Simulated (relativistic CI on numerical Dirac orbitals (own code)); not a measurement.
Calculated levels, Sm¹¹⁺

Calculated at this level of theory: Dirac-Coulomb-Breit CI, orbitals from a KLI potential per configuration, a model potential for QED, unscaled Slater integrals (own radial code, finite nucleus).

Configurations in the expansion (outside the closed core [Kr]): 4d10 4f3 5s2, 4d10 4f2 5s2 5p, 4d10 4f3 5s 5p, 4d10 4f5, 4d10 4f4 5s, 4d10 4f2 5s 5p2, 4d10 4f4 5p, 4d10 4f3 5s 5d, 4d10 4f 5s2 5p 5d, 4d10 4f2 5s2 5d, 4d10 4f 5s2 5p 6s, 4d10 4f3 5s 5f, 4d10 4f4 5d, 4d10 4f2 5s2 6s, 4d9 4f4 5s2, 4d10 4f4 6s, 4d10 4f2 5s2 6p, 4d10 4f2 5s2 5f, 4d10 4f 5s2 5p 5g, 4d10 4f3 5s 6s, 4d10 4f 5s2 5d 5f, 4d10 4f2 5s2 6d, 4d10 4f2 5s2 7s, 4d10 4f2 5s2 6f, 4d10 4f2 5s2 7p, 4d10 4f2 5s 6s2, 4d10 4f 5s2 5p2, 4d10 5s2 5p3, 4d10 4f 5s 5p3, 4d10 4f 5s 5p2 5d, 4d10 5s2 5p2 5d, 4d10 4f 5s 5p2 5f, 4d10 4f 5s2 6s2, 4d10 5s2 5p 6s2, 4d10 4f 5s 5p 6s2, 4d10 4f 5s 5d 6s2, 4d10 5s2 5d 6s2, 4d10 4f 5s 5f 6s2. Double excitations out of closed p, d and f shells are left out; levels of such configurations are missing from the list, as are those of other unlisted configurations, and high levels can miss mixing partners.

The lowest level is 4d10 4f3 5s2 4I°_9/2, with 97 % of that term; Hund's rules for 4d10 4f3 5s2 give 4I° with J = 9/2, in agreement.

| No. | Configuration | Term | J | E (cm⁻¹) | % | Next component (%) | Landé g |
| --- | --- | --- | --- | --- | --- | --- | --- |
| 1 | 4d10 4f3 5s2 | 4I° | 9/2 | 0.0 | 97 | 3 2H° | 0.731 |
| 2 | 4d10 4f3 5s2 | 4I° | 11/2 | 3015.8 | 99 | 1 2H° | 0.965 |
| 3 | 4d10 4f3 5s2 | 4I° | 13/2 | 6208.9 | 99 |  | 1.106 |
| 4 | 4d10 4f3 5s2 | 4I° | 15/2 | 9510.9 | 98 | 1 2K° | 1.197 |
| 5 | 4d10 4f3 5s2 | 4F° | 3/2 | 20591.3 | 94 | 5 2D° | 0.427 |
| 6 | 4d10 4f3 5s2 | 2H° | 9/2 | 21053.6 | 71 | 17 2G° | 0.973 |
| 7 | 4d10 4f3 5s2 | 4F° | 5/2 | 22250.1 | 97 | 2 2D° | 1.031 |
| 8 | 4d10 4f3 5s2 | 4S° | 3/2 | 23587.5 | 94 | 5 2P° | 1.956 |
| 9 | 4d10 4f3 5s2 | 4F° | 7/2 | 23700.4 | 90 | 9 2G° | 1.205 |
| 10 | 4d10 4f3 5s2 | 4F° | 9/2 | 25513.5 | 78 | 15 2H° | 1.254 |
| 11 | 4d10 4f3 5s2 | 2H° | 11/2 | 26268.3 | 95 | 4 4G° | 1.095 |
| 12 | 4d10 4f3 5s2 | 2G° | 7/2 | 29460.9 | 75 | 16 4G° | 0.933 |
| 13 | 4d10 4f3 5s2 | 4G° | 5/2 | 30832.1 | 98 | 1 2F° | 0.574 |
| 14 | 4d10 4f3 5s2 | 2K° | 13/2 | 31932.8 | 98 | 1 2I° | 0.934 |
| 15 | 4d10 4f3 5s2 | 4G° | 7/2 | 33394.4 | 83 | 16 2G° | 0.971 |
| 16 | 4d10 4f3 5s2 | 2G° | 9/2 | 33651.6 | 43 | 37 4G° | 1.135 |
| 17 | 4d10 4f3 5s2 | 2K° | 15/2 | 35233.9 | 95 | 4 2L° | 1.063 |
| 18 | 4d10 4f3 5s2 | 4G° | 9/2 | 36024.3 | 61 | 33 2G° | 1.153 |
| 19 | 4d10 4f3 5s2 | 2D° | 3/2 | 36553.1 | 47 | 44 2P° | 1.070 |
| 20 | 4d10 4f3 5s2 | 4G° | 11/2 | 37662.4 | 94 | 5 2H° | 1.262 |
| 21 | 4d10 4f3 5s2 | 2P° | 1/2 | 39742.3 | 96 | 4 4D° | 0.639 |
| 22 | 4d10 4f3 5s2 | 2D° | 5/2 | 40434.2 | 97 | 2 4F° | 1.195 |
| 23 | 4d10 4f3 5s2 | 2P° | 3/2 | 44813.4 | 49 | 47 2D° | 1.075 |
| 24 | 4d10 4f3 5s2 | 2I° | 11/2 | 49497.1 | 87 | 11 2H° | 0.943 |
| 25 | 4d10 4f3 5s2 | 4D° | 3/2 | 50441.4 | 78 | 19 2D° | 1.122 |
| 26 | 4d10 4f3 5s2 | 2L° | 15/2 | 50722.2 | 96 | 4 2K° | 0.944 |
| 27 | 4d10 4f3 5s2 | 4D° | 5/2 | 50829.7 | 77 | 19 2D° | 1.324 |
| 28 | 4d10 4f3 5s2 | 2I° | 13/2 | 51449.3 | 98 | 1 2K° | 1.075 |
| 29 | 4d10 4f3 5s2 | 4D° | 1/2 | 51489.9 | 95 | 4 2P° | 0.022 |
| 30 | 4d10 4f3 5s2 | 2L° | 17/2 | 53153.2 | 100 |  | 1.058 |
| 31 | 4d10 4f3 5s2 | 4D° | 7/2 | 54343.1 | 97 | 2 2F° | 1.423 |
| 32 | 4d10 4f3 5s2 | 2H° | 9/2 | 56712.3 | 75 | 15 4d10 4f2 5s2 5p 4I° | 0.885 |
| 33 | 4d10 4f2 5s2 5p | 4I° | 9/2 | 57752.3 | 47 | 23 4d10 4f3 5s2 2H° | 0.831 |
| 34 | 4d10 4f3 5s2 | 2D° | 3/2 | 58406.8 | 79 | 19 4D° | 0.878 |
| 35 | 4d10 4f3 5s2 | 2H° | 11/2 | 58966.0 | 86 | 12 2I° | 1.073 |
| 36 | 4d10 4f3 5s2 | 2D° | 5/2 | 60511.6 | 60 | 22 4D° | 1.173 |
| 37 | 4d10 4f2 5s2 5p | 4H° | 7/2 | 62998.5 | 56 | 30 2G° | 0.775 |
| 38 | 4d10 4f2 5s2 5p | 4I° | 11/2 | 65052.7 | 52 | 25 4H° | 1.015 |
| 39 | 4d10 4f2 5s2 5p | 4H° | 9/2 | 65608.7 | 41 | 23 4G° | 1.035 |
| 40 | 4d10 4f3 5s2 | 2F° | 5/2 | 67247.9 | 77 | 20 2D° | 0.925 |
| 41 | 4d10 4f2 5s2 5p | 4G° | 5/2 | 68408.2 | 79 | 15 2F° | 0.639 |
| 42 | 4d10 4f3 5s2 | 2F° | 7/2 | 69839.0 | 94 | 1 4D° | 1.140 |
| 43 | 4d10 4f2 5s2 5p | 4G° | 11/2 | 70607.8 | 48 | 32 2H° | 1.185 |
| 44 | 4d10 4f2 5s2 5p | 4G° | 7/2 | 71408.7 | 44 | 22 2G° | 1.039 |
| 45 | 4d10 4f2 5s2 5p | 2D° | 3/2 | 71416.5 | 47 | 39 4F° | 0.696 |
| 46 | 4d10 4f2 5s2 5p | 4H° | 13/2 | 72221.6 | 41 | 31 4I° | 1.148 |
| 47 | 4d10 4f2 5s2 5p | 2D° | 5/2 | 73941.2 | 31 | 30 4D° | 1.171 |
| 48 | 4d10 4f2 5s2 5p | 2G° | 9/2 | 74107.4 | 30 | 27 4G° | 1.085 |
| 49 | 4d10 4f2 5s2 5p | 4D° | 7/2 | 77475.5 | 34 | 30 2F° | 1.176 |
| 50 | 4d10 4f2 5s2 5p | 2F° | 7/2 | 79980.4 | 34 | 28 4D° | 1.170 |
| 51 | 4d10 4f3 5s2 | 2G° | 9/2 | 82202.2 | 32 | 28 4d10 4f2 5s2 5p 2H° | 1.063 |
| 52 | 4d10 4f3 5s2 | 2G° | 9/2 | 84975.1 | 66 | 12 4d10 4f2 5s2 5p 2H° | 1.095 |
| 53 | 4d10 4f3 5s2 | 2G° | 7/2 | 85860.3 | 95 | 1 4d10 4f2 5s2 5p 2F° | 0.895 |
| 54 | 4d10 4f2 5s2 5p | 2F° | 5/2 | 92934.9 | 60 | 17 2D° | 0.989 |
| 55 | 4d10 4f2 5s2 5p | 2P° | 3/2 | 93790.0 | 45 | 31 2D° | 1.191 |
| 56 | 4d10 4f2 5s2 5p | 4D° | 1/2 | 97165.4 | 92 | 6 2P° | 0.083 |
| 57 | 4d10 4f2 5s2 5p | 2S° | 1/2 | 98692.6 | 61 | 34 4P° | 2.163 |
| 58 | 4d10 4f2 5s2 5p | 2I° | 11/2 | 100114.6 | 65 | 33 2H° | 0.979 |
| 59 | 4d10 4f2 5s2 5p | 4D° | 3/2 | 100298.0 | 62 | 18 2P° | 1.172 |
| 60 | 4d10 4f2 5s2 5p | 2I° | 13/2 | 100790.1 | 49 | 47 2K° | 1.010 |
| 61 | 4d10 4f2 5s2 5p | 2D° | 5/2 | 102401.1 | 38 | 35 4D° | 1.214 |
| 62 | 4d10 4f2 5s2 5p | 4S° | 3/2 | 105101.8 | 59 | 21 4P° | 1.795 |
| 63 | 4d10 4f2 5s2 5p | 4H° | 9/2 | 109320.9 | 36 | 28 2H° | 0.912 |
| 64 | 4d10 4f2 5s2 5p | 2G° | 7/2 | 109685.5 | 39 | 35 4H° | 0.845 |
| 65 | 4d10 4f2 5s2 5p | 4H° | 11/2 | 111585.6 | 46 | 37 4I° | 1.071 |
| 66 | 4d10 4f2 5s2 5p | 2H° | 9/2 | 114276.5 | 35 | 32 4G° | 1.029 |
| 67 | 4d10 4f2 5s2 5p | 4I° | 13/2 | 115234.8 | 57 | 43 4H° | 1.160 |
| 68 | 4d10 4f2 5s2 5p | 4G° | 11/2 | 116322.8 | 53 | 40 2H° | 1.181 |
| 69 | 4d10 4f3 5s2 | 2F° | 7/2 | 116686.6 | 95 | 2 4d10 4f 5s2 5p2 2F° | 1.140 |
| 70 | 4d10 4f3 5s2 | 2F° | 5/2 | 119161.7 | 87 | 7 4d10 4f2 5s2 5p 4G° | 0.838 |

Energies count from the lowest computed level; ° marks odd parity.

The mean weight of the leading LS term, summed over parents, in these 70 levels is 70 %, and that of the leading jj configuration (from the same eigenvectors) 64 %.

At this charge transitions that keep the count of f electrons are usually good to a few per cent. Terms inside the open d or f shell come out 10 to 20 % too wide with unscaled integrals. Levels and lines within the n = 5 or 6 shells can be off by up to 10 % or somewhat more, and those that change n by about 2 %, since core polarisation is missing. Levels that differ in their count of f electrons can be misplaced by several ten thousand cm⁻¹, since the correlation energy of f electrons is missing or only estimated; rates across such gaps can be off by orders of magnitude.

Landé's interval rule says that E(J) − E(J−1) = AJ with one A. For the ground term the intervals give A = 548.3, 491.2, 440.3 cm⁻¹ for J = 11/2, 13/2, 15/2; the multiplet is regular.

LS names give the leading component of a level, which can be under half, so a name can repeat, a term be missing and a line seem to break the LS rules.
